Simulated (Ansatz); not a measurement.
## What each rung costs, and what it gives

The pair of K⁺ (SMILES [K+], atom 1) and BF3 (SMILES FB(F)F, atoms 2–5), both closed shells, in one local arrangement (a lower one may exist), relaxed at PBE0-D4/def2-TZVP:

K1  (0.740, -0.382, -3.083)
F2  (0.644, -0.340, 1.690)
B3  (-0.193, 0.099, 0.802)
F4  (0.121, -0.063, -0.498)
F5  (-1.313, 0.685, 1.089)
(Å)

Interaction energies are counterpoise-corrected; the time is that of the whole pair.

Program: Ansatz 0.2.0. Basis: as named in each row. Cores are frozen in the correlated methods. The outer core shell of Li, Na, Mg and K is correlated. The def2 sets are not built for correlating such inner shells, so the correlated values are less sure here. B3LYP uses VWN-RPA correlation. Extrapolation: Hartree–Fock as exp(−7.88 √X), correlation as X^−2.97.

Times are rough, for one single point on 4 threads of a shared host (Arm Neoverse V1).

The estimate by CCSD(T) at an estimated basis limit (MP2 extrapolated from triple and quadruple zeta, plus CCSD(T) − MP2 in triple zeta) is -7.48 kcal/mol.

```tsv
method	basis	time (s)	interaction energy (kcal/mol)	method less estimate
HF	STO-3G	under 1	-7.93	-0.45
PBE-D4	STO-3G	under 1	-11.94	-4.46
SPW92	def2-SVP	under 1	-8.63	-1.15
PBE-D4	def2-SVP	under 1	-7.99	-0.51
PBE0-D4	def2-SVP	under 1	-7.99	-0.51
B3LYP-D4	6-31G	under 1	-9.68	-2.20
PBE-D4	def2-TZVPPD	1	-7.60	-0.12
revPBE-D4	def2-TZVPPD	1	-7.24	0.23
BLYP-D4	def2-TZVPPD	2	-7.88	-0.40
CCSD(T)	def2-SVP	2	-7.27	0.21
HSE06-D4	def2-TZVPPD	2	-7.60	-0.12
PBE0-D4	def2-TZVPPD	2	-7.59	-0.12
B3LYP-D4	def2-TZVPPD	2	-8.02	-0.54
r2SCAN-D4	def2-TZVPPD	3	-7.37	0.10
wB97M-V	def2-SVP	4	-7.96	-0.48
B2PLYP	def2-TZVPPD	4	-7.16	0.32
B97M-V	def2-TZVPPD	6	-7.46	0.02
wB97X-V	def2-TZVPPD	6	-7.39	0.08
wB97M-V	def2-TZVPPD	6	-7.39	0.09
MP2	def2-QZVPPD	8	-7.32	0.16
CCSD(T)	def2-TZVPPD	57	-7.07	0.41
```

No T1 diagnostic of these runs exceeds 0.013.
